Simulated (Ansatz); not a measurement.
Start from `FB(S)[SiH2][SiH3]` and change one atom or group to get `N=CB(F)S`.

Ansatz, PBE0-D4/def2-TZVP geometries, multiplicity 1. Each molecule was computed in one conformer, which needn't be the lowest.

```json
{"property": "HOMO energy (ωB97M-V/def2-TZVPP) / eV", "`FB(S)[SiH2][SiH3]`": "-10.03"}
{"property": "LUMO energy (B3LYP/def2-TZVPP) / eV", "`FB(S)[SiH2][SiH3]`": "-1.59"}
{"property": "HOMO energy (PBE/def2-TZVPP) / eV", "`FB(S)[SiH2][SiH3]`": "-6.87"}
{"property": "size of the dipole moment (B3LYP/def2-TZVPP) / D", "`FB(S)[SiH2][SiH3]`": "0.61"}
{"property": "LUMO energy (ωB97M-V/def2-TZVPP) / eV", "`FB(S)[SiH2][SiH3]`": "0.51"}
{"property": "LUMO energy (PBE0/def2-TZVPP) / eV", "`FB(S)[SiH2][SiH3]`": "-1.44"}
```

(1) Give the same properties after the change, and the shifts. (Estimate.)

Results:

(1) Ansatz gave: 
| property | `N=CB(F)S` | shift |
| --- | --- | --- |
| HOMO energy (ωB97M-V/def2-TZVPP) / eV | -10.08 | -0.05 |
| LUMO energy (B3LYP/def2-TZVPP) / eV | -2.35 | -0.76 |
| HOMO energy (PBE/def2-TZVPP) / eV | -6.19 | 0.68 |
| size of the dipole moment (B3LYP/def2-TZVPP) / D | 1.69 | 1.08 |
| LUMO energy (ωB97M-V/def2-TZVPP) / eV | 0.04 | -0.47 |
| LUMO energy (PBE0/def2-TZVPP) / eV | -2.15 | -0.71 |

With PBE0 the HOMO rises by 0.29 eV and the LUMO falls by 0.71 eV, so the gap narrows by about 1.00 eV. PBE moves the HOMO by 0.68 eV and ωB97M-V by -0.05 eV. The zero-point energy changes by -25.5 kJ/mol with -9 modes. Dipoles are sizes alone; their direction can turn.

B3LYP here is the variant with VWN-RPA as its local correlation; programs differ in this.
